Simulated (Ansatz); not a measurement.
# Worked example: GeH(CH3)2Br + Cd(CH3)Cl → GeH(CH3)2Cl + Cd(CH3)Br

Species: GeH(CH3)2Br, singlet; Cd(CH3)Cl, singlet; GeH(CH3)2Cl, singlet; Cd(CH3)Br, singlet. The partners trade Br for Cl: Ge–Br and Cd–Cl bonds give way to Ge–Cl and Cd–Br.

Shapes, held fixed at every level: PBE0-D4/def2-TZVP. Programs: Ansatz 0.2.0. Electronic energies: no zero-point or thermal term.

At CCSD(T)/def2-TZVPP; 1 Eh = 2625.50 kJ/mol:

```
    species   energy (Eh)
GeH(CH3)2Br  -4728.655315
  Cd(CH3)Cl   -667.173143
GeH(CH3)2Cl  -2615.674524
  Cd(CH3)Br  -2780.158923
```

Q: Work out ΔE of the reaction at this level.

A: 
1. Products less reactants: (-2615.674524) + (-2780.158923) − [(-4728.655315) + (-667.173143)] = -0.004989 Eh = -13.1 kJ/mol.

Other levels give -18.7 (HF/def2-TZVPP) to -11.6 kJ/mol (PBE-D4/def2-TZVPP). No measured value is set beside it here. For atoms past krypton def2 sets carry core potentials with scalar relativity. Relativity is left out for Br, Ge. Outer-core shells of Br, Cd, Ge are correlated in most correlated rows, in sets that cover them unevenly.
